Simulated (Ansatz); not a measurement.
Basis-set extrapolation for `C=C1S[SiH]1Cl` (PBE0-D4/def2-TZVP geometry, frozen core, the Gaussian-basis code of Ansatz). Multiplicity 1, RHF reference.

```json
{"": "HF", "def2-TZVPP": "-1223.528819", "def2-QZVPP": "-1223.564834"}
{"": "MP2 correlation", "def2-TZVPP": "-0.790438", "def2-QZVPP": "-0.855230"}
{"": "CCSD(T) correlation", "def2-TZVPP": "-0.879410", "def2-QZVPP": "not run"}
```

Energies in hartree. Use E(X) = E(∞) + A·exp(−7.88·√X) for Hartree–Fock and E(X) = E(∞) + B·X^(−2.97) for correlation, with X = 3 and 4, and add CCSD(T) minus MP2 of the smaller set to the MP2 limit.

Task: What is the CCSD(T) energy at the basis-set limit?

Result: HF limit: -1223.564834 + (-0.036015) × 0.13774 = -1223.56979. MP2 limit: -0.855230 + (-0.064792) × 0.74074 = -0.90322. Higher-order term: -0.879410 − (-0.790438) = -0.08897. Total: -1224.56198 hartree, 4.18 eV below CCSD(T)/def2-TZVPP.
